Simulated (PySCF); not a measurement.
C4H8ClFSi2.
Numbering: `[CH3:1][C:2]#[C:3][Si@@:4]([F:5])([SiH3:6])[CH2:7][Cl:8]` (hydrogens: H9, H10, H11 on C1; H12, H13, H14 on Si6; H15, H16 on C7)

Method: PySCF 2.14.0, PBE0-D3(BJ)/def2-SVP geometry optimisation, gas phase.

Task: List the bond lengths, angles and torsions at this level.

Result: 
| bond | length (bohr) | order |
| --- | --- | --- |
| C1–C2 | 2.738 | single |
| C2≡C3 | 2.305 | triple |
| C3–Si4 | 3.431 | single |
| Si4–F5 | 3.091 | single |
| Si4–Si6 | 4.422 | single |
| Si4–C7 | 3.563 | single |
| C7–Cl8 | 3.387 | single |
| C1–H9, C1–H10, C1–H11 | 2.081 | single |
| Si6–H12, Si6–H13, Si6–H14 | 2.824 | single |
| C7–H15 | 2.077 | single |
| C7–H16 | 2.078 | single |

Bonds in one row agree within 0.02 bohr and their mean is given. Orders are formal, as drawn. A selection of angles:
| angle | degrees |
| --- | --- |
| C1–C2–C3 | 179.9 |
| C2–C3–Si4 | 177.9 |
| C3–Si4–F5 | 108.6 |
| C3–Si4–Si6 | 111.5 |
| C3–Si4–C7 | 109.9 |
| F5–Si4–Si6 | 109.6 |
| F5–Si4–C7 | 106.6 |
| Si6–Si4–C7 | 110.4 |
| Si4–C7–Cl8 | 106.5 |

Torsions: C3–Si4–C7–Cl8 -72° (synclinal).

The 2 C–Si bonds span 1.816 Å (C3–Si4, drawn single) to 1.885 Å (Si4–C7, drawn single), a spread of 0.069 Å. Si4 (fluorine-bound silicon) is tetrahedral (angles from 106.6° to 111.5°). The 2 C–C bonds span 1.220 Å (C2≡C3, drawn triple) to 1.449 Å (C1–C2, drawn single), a spread of 0.229 Å. Si6 (SiH3 silicon) is tetrahedral (angles from 108.7° to 110.3°).

Point group: C1 (no symmetry element, even within 0.4 Å). Whether it is a minimum is left open (no frequencies). One conformer, not necessarily the lowest.
